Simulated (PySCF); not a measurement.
## Polarisability and C₆ of Sc²⁺ (scandium, charge +2)

[Ar] 3d1, 2D determinant. All numbers are calculated (PySCF 2.14, no relativity, point nucleus, in dyall-av2z (16s12p7d2f, 101 functions)). Coupled (time-dependent) response in atomic units; α is the mean over directions. A double-zeta set is small for polarisabilities.

```csv
method,mean α (bohr³),"α xx, yy, zz",C₆ (like pair),S(−4)
TPSSh,4.734,"5.545, 5.545, 3.111",13.83,24.29
PW91,4.980,"5.882, 5.882, 3.175",14.30,31.11
```

S(−4) is the Cauchy moment in α(ω) = α(0) + S(−4) ω² + …

α(iu) at PW91:

| u (hartree) | α(iu) (bohr³) |
| --- | --- |
| 0 | 4.980 |
| 0.0500 | 4.905 |
| 0.100 | 4.711 |
| 0.200 | 4.201 |
| 0.300 | 3.749 |
| 0.500 | 3.100 |
| 0.750 | 2.526 |
| 1.00 | 2.083 |
| 1.50 | 1.444 |
| 2.00 | 1.036 |
| 3.00 | 0.5937 |
| 5.00 | 0.2692 |

A single London oscillator, α(iu) = α/(1 + u²/ω²), gives C₆ = (3/4) ω α². Matching the computed C₆ needs ω = 4 × 14.30 / (3 × 4.980²) = 0.769 hartree.

For an ion, C₆ is the dispersion term alone; charge-induced terms of lower order in 1/R come first.

The components differ because the open shell of this determinant is not spherical; for a pure term their mean is the scalar polarisability.
